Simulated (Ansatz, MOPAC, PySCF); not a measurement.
Pair of molecules: N2 (SMILES N#N) (first 2 atoms) with GeH4 (SMILES [GeH4]); geometry from B3LYP-D3(BJ)/def2-TZVP.
(charge 0, multiplicity 1):
```xyz
7

N     -0.440     0.512     0.142
N     -0.115     1.190    -0.649
Ge     0.110    -0.341     3.600
H      1.334     0.267     2.900
H      0.443    -0.594     5.079
H     -0.261    -1.668     2.924
H     -1.071     0.635     3.503
```

Monomers are frozen at their geometry in the pair; levels with a basis set take the counterpoise correction. Rows marked so take none.

Correlated levels freeze the cores. Filled d and f shells under p-block atoms count as core. Rows in 6-31G* carry no dispersion term and start afresh at each structure (6-31G* with six Cartesian d functions); the Pople sets are all-electron and without relativity. The state reached by PM7 isn't checked; PM7 holds dispersion and hydrogen-bond terms.

Programs: Ansatz (an electronic-structure program); MOPAC for PM7 (differences of heats of formation); PySCF for 6-31G* rows, the dispersion terms. Each number belongs to the level named beside it.

```json
[
 {"level": "PM7", "interaction energy (meV)": "-33.3"},
 {"level": "HF/6-31G* (no counterpoise)", "interaction energy (meV)": "1.9"},
 {"level": "SVWN5/def2-TZVPPD", "interaction energy (meV)": "-44.6"},
 {"level": "r2SCAN/def2-TZVPPD", "interaction energy (meV)": "-8.8"},
 {"level": "M06-2X/6-31G* (no counterpoise)", "interaction energy (meV)": "-51.5"},
 {"level": "CAM-B3LYP/def2-TZVPPD", "interaction energy (meV)": "0.5"},
 {"level": "CAM-B3LYP-D3(BJ)/def2-TZVPPD", "interaction energy (meV)": "-27.4"},
 {"level": "wB97M-V/def2-TZVPPD", "interaction energy (meV)": "-24.3"},
 {"level": "B2PLYP-D4/def2-TZVPPD", "interaction energy (meV)": "?"}
]
```

**Question.** Fill in the missing entries.

**Answer.** 
- B2PLYP-D4/def2-TZVPPD, interaction energy (meV): -16.5
